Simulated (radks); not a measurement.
Species: Cr4+. Configuration: [Ar] 3d2. All-electron calculation, scalar-relativistic Kohn-Sham, PBE, spin-polarised, spherical densities, finite nucleus; open shells are filled with parallel spins first; Fermi nuclear charge, rms radius 3.6452 fm. Program: a radial shooting solver on a logarithmic mesh with Libxc functionals.

Radial electron density D(r) = 4 pi r^2 rho(r):

r (bohr),D(r) (e/bohr),spin D(r)
0.002097,0.5153,-0.0000255
0.002666,0.8044,-0.0000398
0.003362,1.228,-0.0000608
0.004274,1.886,-0.0000932
0.005434,2.861,-0.000141
0.006853,4.221,-0.000208
0.008711,6.193,-0.000305
0.01107,8.870,-0.000437
0.01397,12.20,-0.000600
0.01775,16.33,-0.000803
0.02257,20.84,-0.00103
0.02869,25.05,-0.00125
0.03618,27.92,-0.00145
0.046,28.73,-0.00163
0.05848,27.08,-0.00179
0.07375,24.15,-0.00174
0.09375,22.10,-0.000300
0.1192,23.36,0.00690
0.1503,27.58,0.0303
0.1911,31.33,0.0950
0.2429,29.62,0.239
0.3063,22.06,0.496
0.3894,13.35,0.900
0.495,9.925,1.40
0.6243,11.54,1.82
0.7936,12.66,1.95
1.009,9.765,1.66
1.272,5.190,1.11
1.617,1.799,0.541
2.056,0.4117,0.186
2.593,0.06607,0.0435
3.297,0.006173,0.00526

D(r) has 3 maxima, at r = 0.0442, 0.204, 0.756 bohr, and minima at 0.0976, 0.499 bohr, inside which lie 2.12, 10.51 electrons.
